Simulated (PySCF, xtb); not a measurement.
C4H9NSi, SMILES N[SiH2]C1=CCC1. One conformer was computed; it need not be the lowest.

Harmonic wavenumbers (cm⁻¹) from GFN2-xTB (xtb) at its own minimum, in rising order: 36, 119, 158, 205, 271, 339, 481, 510, 541, 569, 708, 725, 805, 835, 845, 892, 918, 994, 997, 1009, 1042, 1130, 1146, 1202, 1211, 1250, 1453, 1467, 1528, 1653, 2132, 2230, 2965, 2987, 2991, 3001, 3106, 3479, 3513.

Q: What does PySCF with PBE-D3(BJ)/def2-SVP give at its own minimum? (The exact figures need the calculation; the answer reports its results.)

A: 68, 109, 154, 202, 326, 339, 422, 467, 590, 650, 731, 783, 839, 856, 860, 896, 907, 934, 943, 990, 1046, 1103, 1117, 1164, 1176, 1233, 1378, 1402, 1494, 1592, 2086, 2146, 2968, 2978, 3019, 3035, 3111, 3480, 3574. Paired by order, the mean absolute difference is 33 cm⁻¹ and the zero-point energies are 73.5 and 73.2 kcal/mol.
